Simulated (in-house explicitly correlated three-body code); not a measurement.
Computed with an exponentially correlated three-body code. Model: two electrons around a point charge, non-relativistic, variational in 260 exponentially correlated functions (energies converged to about 1e-7 hartree, or 1e-8 relative for large Z).

Command:
```bash
python run_hyl.py task.json out
```
Settings (lengths in bohr, energies in hartree):
```
Z                      8
screening              3.2
interaction_strength   1
functions              260
states_tried           1
```

Cost of the run: 4.2 s on 1 thread of Intel(R) Xeon(R) 6975P-C (Granite Rapids) (shared host).

**Ground state only, binding against the one-electron ion.**

Given: nuclear charge 8; Yukawa screening of all interactions 3.2 1/bohr.

Computed: one-electron threshold -12.6960693 hartree.

```csv
term,energy (hartree),binding (eV)
1 1S,-23.1292013,283.9
```

**Converged states only, values per electron or pair (inverse distances are <exp(-kr)/r>).**

```json
{"term": "1 1S", "mean r (bohr)": "0.22343", "mean r squared (bohr²)": "0.069006", "mean inverse r (1/bohr)": "4.6451", "mean r12 (bohr)": "0.33135", "mean inverse r12 (1/bohr)": "2.1382", "mean cosine": "-0.014298", "mean p1 dot p2 (bohr⁻²)": "0.66655", "delta r1 (bohr⁻³)": "123.91", "delta r12 (bohr⁻³)": "11.842"}
```

**Static dipole response.**

| state | polarisability (bohr³) |
| --- | --- |
| 1 1S | 0.0050052 |
